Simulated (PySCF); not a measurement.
# How methods differ on the excitation energy of P⁺

P⁺ [Ne] 3s2 3p2 (3P) → P⁺ [Ne] 3s2 3p1 4s1, s spin flipped, as a difference of total energies. Computed with PySCF 2.14 in aug-cc-pwCVTZ (8s7p5d3f, 75 functions), with the non-relativistic Hamiltonian (point nucleus). Correlated levels: valence: [Ne] frozen. The calculations carry no spin-orbit coupling.

| method | excitation energy (eV) |
| --- | --- |
| UHF | 10.706 |
| MP2 (valence) | 10.866 |
| SCS-MP2 (valence) | 10.794 |

Question: How much does correlation contribute at MP2 (valence)?

Answer: 10.866 − (10.706) = 0.160 eV, measured against UHF.

The upper determinant mixes two multiplicities, so it lies between the two terms.

The promoted electron is Rydberg-like, and one or two diffuse shells describe it only roughly, which tends to raise the upper state.
